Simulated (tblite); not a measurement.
Run record: tight-binding relaxation, `FC[Si]([SiH3])([SiH3])CBr`.

Computed with GFN2-xTB geometry optimisation, gas phase (tblite 0.8.0). Start geometry: from a force field or distance geometry. The command runs a driver script over a list of jobs; the input below is this job's line of settings and its coordinates in Å.

Command:
```bash
OMP_NUM_THREADS=1 python probes_run.py task.json out
```

Input:
```
{"job": {"kind": "relax", "xc": "GFN2-xTB", "basis": "xTB"}, "charge": 0, "multiplicity": 1}
F      0.436600    -1.342100     2.270000
C     -0.697700    -0.848100     1.602300
Si    -0.185000    -0.003800     0.035400
Si     1.252900    -1.432000    -0.929800
Si     1.001700     1.853100     0.406500
C     -1.640900     0.293900    -1.116700
Br    -2.167200     2.153600    -1.123400
H     -1.304000    -0.198300     2.250300
H     -1.271800    -1.771700     1.341500
H      1.972400    -0.644300    -1.905200
H      0.459300    -2.523900    -1.489100
H      2.114400    -1.879700     0.195800
H      0.786400     2.762800    -0.710300
H      0.675800     2.503800     1.656100
H      2.424200     1.490900     0.431200
H     -2.465500    -0.376600    -0.773400
H     -1.398800    -0.025700    -2.151200
```

Output:
```
step      E/eV     max force
  0    -634.49802    1.793
  1    -634.64393    0.933
  2    -634.74136    0.725
  3    -634.82074    0.774
  4    -634.91993    0.562
  5    -634.96028    0.423
  6    -634.99166    0.320
  7    -635.02725    0.541
  8    -635.06299    0.525
  9    -635.09398    0.421
... (89 lines left out)
 99    -635.26384    0.032
100    -635.26393    0.020
101    -635.26397    0.018
102    -635.26400    0.016
103    -635.26406    0.026
104    -635.26419    0.039
105    -635.26438    0.046
106    -635.26454    0.030
107    -635.26460    0.011
108    -635.26461    0.007
```

«max force» is the largest atomic force in eV/Å.

From which step on does the largest force stay under 0.1 eV/Å, and how much energy is left to gain from there?

From step 82 (0.076 eV/Å), 3.5 meV above the end.

Summary of the converged run: energy lowered by 17.7 kcal/mol over 108 steps; largest atomic force 0.007 eV/Å at the end.

Give the final coordinates.

0.500 Å rms from the input after alignment:
```
atom  x, y, z in Å
F1     0.3018   -1.0275    2.4624
C2    -0.7244   -0.7180    1.5870
Si3    0.0588   -0.0130   -0.0422
Si4    1.2413   -1.7625   -1.0522
Si5    1.0240    2.0623    0.4706
C6    -1.5147    0.2960   -1.1294
Br7   -2.7222    1.5905   -0.2881
H8    -1.3683   -0.0048    2.1096
H9    -1.2886   -1.6442    1.4403
H10    2.0091   -1.2544   -2.1930
H11    0.3897   -2.8452   -1.5612
H12    2.1851   -2.3558   -0.1086
H13    0.9622    2.9425   -0.7017
H14    0.3745    2.7591    1.5823
H15    2.4359    1.8652    0.8051
H16   -2.1122   -0.5980   -1.2939
H17   -1.2588    0.7197   -2.0971
```

Estimate the wall time. Hardware: one thread, Arm Neoverse N1 (aarch64), no GPU (shared host).

About 2.0 s.
Labels such as C1 count atoms from 1, the log's own numbers from 0.
